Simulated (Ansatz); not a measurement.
CH₉BOSi₂, SMILES `C[SiH]([SiH3])BO`. Total charge 0; spin multiplicity 1.

```tsv
atom	x (Å)	y (Å)	z (Å)
C1	-1.6329	-1.0121	-0.1659
Si2	-0.1014	-0.2459	0.6147
Si3	-0.1776	2.0930	0.4381
B4	1.6351	-0.8449	-0.2286
O5	1.5903	-1.4767	-1.4248
H6	-2.5479	-0.6256	0.2872
H7	-1.6611	-0.7951	-1.2359
H8	-1.6221	-2.0976	-0.0445
H9	-0.0626	-0.5432	2.0797
H10	-0.1852	2.5116	-0.9925
H11	-1.4049	2.6454	1.0779
H12	1.0060	2.7195	1.0900
H13	2.7070	-0.6261	0.2797
H14	2.4572	-1.7024	-1.7751
```

(1) What are the harmonic wavenumbers in cm⁻¹ at PBE0-D4/def2-TZVP (Ansatz, finite differences of forces, unscaled)? (An estimate is asked.)

(2) Is this a minimum?

(3) Give the ideal-gas thermochemistry at 298.15 K and 1 bar (rigid rotor, harmonic oscillator; point group C1, symmetry number 1).

(4) And at 400, 500, 600, 800 and 1000 K?

(5) Rotational constants (cm⁻¹)?

Results:

(1) The calculation gave: 48, 89, 107, 125, 139, 161, 325, 417, 446, 486, 556, 603, 661, 703, 735, 802, 864, 893, 895, 939, 942, 987, 1180, 1272, 1354, 1451, 1453, 2175, 2202, 2209, 2214, 2540, 3054, 3138, 3142, 3849.

(2) Yes, all 36 modes are real.

(3) Zero-point energy 258.1 kJ/mol; H(298) − E = 285.4 kJ/mol; entropy 396.9 J/(mol·K), of which translation 166.8, rotation 117.2, vibration 112.9; G(298) − E = 167.0 kJ/mol. Modes under 100 cm⁻¹ are hindered rotations or soft bends, so the harmonic entropy is rough.

(4) 
```csv
T (K),H − E (kJ/mol),S (J/mol/K),G − E (kJ/mol)
400,301.4,443.1,124.2
500,319.8,483.9,77.8
600,340.1,520.9,27.5
800,385.6,586.1,-83.3
1000,435.7,642.0,-206.3
```

(5) 0.1199, 0.05837, 0.04552.
